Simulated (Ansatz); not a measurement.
Basis sets compared for Ga₄P₄ (the lowest singlet isomer of a short search). Charge 0, multiplicity 1. Geometry PBE0-D4/def2-SVP. Ansatz on 4 threads of Arm Neoverse V2 on a shared host; times are rough, and most runs start from earlier orbitals.

```csv
atom,x (Å),y (Å),z (Å)
Ga1,0.639,-2.549,0.522
Ga2,-1.441,1.845,1.303
Ga3,1.315,2.321,0.249
Ga4,-0.514,-1.617,-2.073
P5,0.596,-0.209,1.464
P6,1.453,-0.030,-0.657
P7,-1.436,-0.528,0.449
P8,-0.613,0.768,-1.257
```

Another isomer (singlet) lies 0.13 eV lower at PBE0-D4/def2-TZVP; other spin states weren't run for this one.

Binding counts from free atoms (Ga doublet, P quartet) in the same basis, without a counterpoise term.

```tsv
level	functions	energy (Eh)	HOMO (eV)	LUMO (eV)	binding per atom (eV)	wall time
PBE-D4/def2-SVP	200	-9061.8323	-5.14	-3.41	2.75	4.8 s
PBE-D4/def2-TZVP (with forces)	340	-9063.2936	-5.06	-3.41	2.79	13 s
PBE0-D4/def2-SVP	200	-9062.0699	-5.90	-2.89	2.59	11 s
PBE0-D4/def2-TZVP	340	-9063.5255	-5.80	-2.88	2.64	36 s
```

Task: Estimate the rows for PBE-D4/def2-TZVPD, PBE0-D4/def2-TZVPD.

Result: 
| level | functions | energy (Eh) | HOMO (eV) | LUMO (eV) | binding per atom (eV) | wall time |
| --- | --- | --- | --- | --- | --- | --- |
| PBE-D4/def2-TZVPD | 388 | -9063.2961 | -5.07 | -3.41 | 2.80 | 16 s |
| PBE0-D4/def2-TZVPD | 388 | -9063.5280 | -5.80 | -2.87 | 2.65 | 36 s |
